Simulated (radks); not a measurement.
Results of a calculation; reference values are marked as such.
Charge is removed step by step from the 1s down level of F+, starting from 1s(up 1, down 1) 2s2 2p4. Code: a radial shooting solver on a logarithmic mesh with Libxc functionals. Model: non-relativistic Kohn-Sham, LDA (Slater exchange, Perdew-Wang correlation), spin-polarised, spherical densities, point nucleus; open shells are filled with parallel spins first.

| removed (e) | E - E(0) (eV) | eigenvalue (eV) | E minus straight line (eV) |
|---|---|---|---|
| 0 | 0.000 | -677.52 | 0.000 |
| 0.1 | 68.156 | -685.58 | -3.313 |
| 0.2 | 137.11 | -693.55 | -5.825 |
| 0.3 | 206.86 | -701.40 | -7.545 |
| 0.4 | 277.39 | -709.06 | -8.489 |
| 0.5 | 348.67 | -716.48 | -8.679 |
| 0.6 | 420.67 | -723.56 | -8.143 |
| 0.7 | 493.36 | -730.14 | -6.922 |
| 0.8 | 566.68 | -735.99 | -5.077 |
| 0.9 | 640.52 | -740.55 | -2.705 |
| 1 | 714.69 | -742.05 | 0.000 |

Removing the whole electron costs 714.69 eV by Delta-SCF, against 677.52 eV from minus the eigenvalue at the starting occupation. Slater's transition state (half an electron removed) gives 716.48 eV. Integrating minus the eigenvalue over the occupation (Janak's theorem) gives 714.68 eV. The mean slope of the eigenvalue, de/dn, is 64.5 eV per electron.
